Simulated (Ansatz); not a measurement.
An input meant for Pb5O8H6, a hydroxylated oxide cluster (charge 0, singlet; with a point charge).

```yaml
crystal:
  periodic: [false, false, false]
  atoms:
    - {symbol: Pb, position_ang: [0.020001, 0.001198, -0.283121]}
    - {symbol: Pb, position_ang: [-2.272762, -2.018051, 1.092610]}
    - {symbol: Pb, position_ang: [2.102488, 2.057640, 1.460150]}
    - {symbol: Pb, position_ang: [2.102488, 2.007640, 1.410150]}
    - {symbol: Pb, position_ang: [1.914979, -2.037085, 1.723849]}
    - {symbol: O, position_ang: [-1.104137, -2.574247, -0.832285]}
    - {symbol: O, position_ang: [-0.186153, -1.527628, 1.570521]}
    - {symbol: O, position_ang: [-2.348366, 0.111673, 0.419162]}
    - {symbol: O, position_ang: [-0.028242, 1.510832, 1.597724]}
    - {symbol: O, position_ang: [-1.298480, 3.074251, -0.652815]}
    - {symbol: O, position_ang: [1.374860, -3.071105, -0.499083]}
    - {symbol: O, position_ang: [2.272289, -0.115921, 0.733896]}
    - {symbol: O, position_ang: [1.203457, 2.585620, -0.648577]}
    - {symbol: H, position_ang: [-1.586911, -2.777497, -1.655854]}
    - {symbol: H, position_ang: [0.342019, -2.945977, -0.672795]}
    - {symbol: H, position_ang: [-0.250842, 2.952651, -0.685532]}
    - {symbol: H, position_ang: [-1.633293, 2.618406, -1.448237]}
    - {symbol: H, position_ang: [1.816159, -2.617826, -1.242351]}
    - {symbol: H, position_ang: [1.793278, 2.800596, -1.396050]}
basis:
  gaussian: {orbitals: def2-mTZVP, point_charges: [{charge: 1.00, position_ang: [5.482, -0.052, 0.783]}]}
hamiltonian: {xc: {name: r2SCAN}}
scf: {omitted_lower_state_checks: [starts]}
```

```sh
$ ansatz run in.yaml --threads 2 --pin off --events-out ev --progress --plain --max-ram 32768MiB --backend cuda --devices 0, --max-vram 18GiB
```

It prints (some lines left out):

```
Functional definition: r2SCAN
3209 factors; their error is unknown
mean field evaluation 1: about 45323.2084 eV, gradient 2.5e2 eV
mean field evaluation 2: about 47209.8590 eV, gradient 6.9e2 eV
mean field evaluation 4: about 45771.0922 eV, gradient 3.6e2 eV
mean field evaluation 8: about 45225.1139 eV, gradient 3.6e0 eV
mean field evaluation 16: about 45224.9993 eV, gradient 1.8e-3 eV
a density is far from that of the atoms, so the factors are made again for it
4192 factors; integrals over basis functions are off by at most 4.8e-4 eV
mean field 45224.99961929 eV, 1661.9880814031 hartree, gradient 6.5e-6 eV, S^2 0.000000; 0 other end points of the search recorded, 4 dependent functions left out
reference 45224.99959528 eV, 1661.9880805209 hartree; 90, 90 occupied and 296, 296 virtual orbitals, 4192 factors
Total energy: 45224.99959528 eV, 1661.9880805209 hartree
Checks for a lower state left out: starts
```

In this input one atom was put on top of another. The run converged. The result belongs to that input, not to the species as meant.

In the def2 sets Pb takes a core potential; there is no spin–orbit coupling.
